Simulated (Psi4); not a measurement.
C2H3I (vinyl iodide): the vertical ionisation energy from total energies

C2H3I: 6 atoms, total charge 0, spin state singlet. As SMILES, `C=CI`. The coordinates come from a PBE0-D4/def2-TZVP relaxation.

Both states at this one shape; open shells run unrestricted unless said. 1 Eh = 27.2114 eV.

| level | program | singlet C2H3I (Eh) | doublet C2H3I+ (Eh) | HOMO of the first (eV) |
| --- | --- | --- | --- | --- |
| M06-L/def2-SVP (core potential) | Psi4 | -375.780313 | -375.446644 | -6.01 |
| TPSS/def2-SVP (core potential) | Psi4 | -375.531754 | -375.197805 | -5.98 |
| wB97X/def2-SVP (core potential) | Psi4 | -375.647606 | -375.304985 | -9.19 |

**Question.** Work out the vertical ionisation energy at each level.

**Answer.** 
1. M06-L/def2-SVP (core potential): -375.446644 − (-375.780313) = 0.333669 Eh = 9.08 eV; −ε(HOMO) = 6.01 eV.
2. TPSS/def2-SVP (core potential): -375.197805 − (-375.531754) = 0.333949 Eh = 9.09 eV; −ε(HOMO) = 5.98 eV.
3. wB97X/def2-SVP (core potential): -375.304985 − (-375.647606) = 0.342621 Eh = 9.32 eV; −ε(HOMO) = 9.19 eV.

No measured value is set beside it here; the levels span 9.08 to 9.32 eV. In semi-local functionals −ε(HOMO) lies far under the ionisation energy, a result of self-interaction, while the difference of totals does much better. Spin-orbit coupling, which splits open shells on such heavy atoms by tenths of an eV, is left out.
